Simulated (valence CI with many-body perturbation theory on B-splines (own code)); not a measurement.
Pt46+: key properties

Method: relativistic CI+MBPT: four valence electrons over a frozen Dirac-Fock core [Ar] 3d10, radial functions for each j: 9 s, 9 p, 8 d, 6 f, 3 g, 1 h, with the one-electron correlation potential Σ1, the two-electron term Σ2, the three-electron term Σ3, Breit, model QED; selected CI, second order for the rest, scaled by the run's own slope (own B-spline code, finite nucleus).

The last digits are not significant, and no measured levels were compared; by estimate large intervals hold to a few tenths of a per cent, small ones and those within an open d or f shell to about a per cent.

Levels are named by their leading jj configuration (3d3/2^4 stands for four electrons in 3d with j = 3/2), which in mixed levels can hold well under half, so a name can repeat and another be missing.

Rates and lifetimes use the calculated energies. Strong lines usually hold to 10 to 20 %, long lifetimes can be off by a factor of two.

Q: What is the ground level?

A: (4s^2 4p1/2^2) J=0, composition 69 % 4s2 4p2 3P + 30 % 4s2 4p2 1S.

Q: Name the longest-lived excited levels whose lifetime is computed, and their main decay.

A: (4s^2 4p1/2 4p3/2) J=2 at 127.32 eV lives 2.18 μs, mostly by E2 to (4s^2 4p1/2^2) J=0; (4s^2 4p3/2 4d5/2) J=4 at 446.10 eV lives 96.4 ns, mostly by M1 to (4s^2 4p1/2 4d5/2) J=3; (4s^2 4p1/2 4p3/2) J=1 at 122.69 eV lives 84.4 ns, mostly by M1 to (4s^2 4p1/2^2) J=0.

Q: Among levels below 508.28 eV, which E1 lines absorb most strongly from the ground level?

A: to (4s^2 4p1/2 4d3/2) J=1 at 4.000 nm, f = 1.68; to (4s 4p1/2^2 4p3/2) J=1 at 5.059 nm, f = 0.570; to (4s 4p1/2 4p3/2^2) J=1 at 3.333 nm, f = 0.00475.

Q: How well does LS coupling describe the low levels?

A: Among the lowest 20 levels the leading LS term, summed over configurations, holds 59 % on average. For single configurations the figures are 58 % in LS and 95 % in jj coupling. Terms mix most in the J = 2 level at 401.62 eV, where the leading one holds 29 %.

Q: What is the ionisation energy?

A: 2538.3 eV; NIST lists 2536 ± 4 eV (theoretical).
